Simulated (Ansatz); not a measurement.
Two isomers of C2H7GeN: A = `C[N]1[CH2][GeH2]1`, B = `C[CH2][Ge][NH2]`.

Program: Ansatz. Geometries: PBE0-D4/def2-TZVP. ΔE: electronic, gas phase. CCSD(T)/CBS is the MP2 limit (def2-TZVPP, def2-QZVPP) plus CCSD(T) − MP2 in def2-TZVPP, frozen cores. Functionals use def2-TZVPP. B3LYP here is the variant with VWN-RPA as its local correlation; programs differ in this. For Ge outer-core shells are correlated without core-valence functions, which leaves a few kJ/mol of doubt a bond. Scalar relativity is left out up to krypton. One conformer a species, not always the lowest.

Q: Which is lower in electronic energy at CCSD(T)/CBS, and by how much? (An estimate is asked.)

A: The calculation gave: B, by 46.3 kcal/mol.

Q: Give E(B) − E(A) in kcal/mol with HF/def2-TZVPP, PBE0-D4, B3LYP-D4, MP2/def2-TZVPP, B3LYP, B2PLYP, CCSD(T)/def2-TZVPP. (Estimate.)

A: Computed: HF/def2-TZVPP -50.6, PBE0-D4 -45.0, B3LYP-D4 -49.5, MP2/def2-TZVPP -43.1, B3LYP -49.3, B2PLYP -47.3, CCSD(T)/def2-TZVPP -44.3. None reverses the order clearly.

Largest T1 diagnostic: 0.013.

In def2-TZVPP, CCSD(T) changes the Hartree–Fock value by +6.3 kcal/mol (the triples alone add +1.3 kcal/mol) and MP2 by +7.5 kcal/mol.
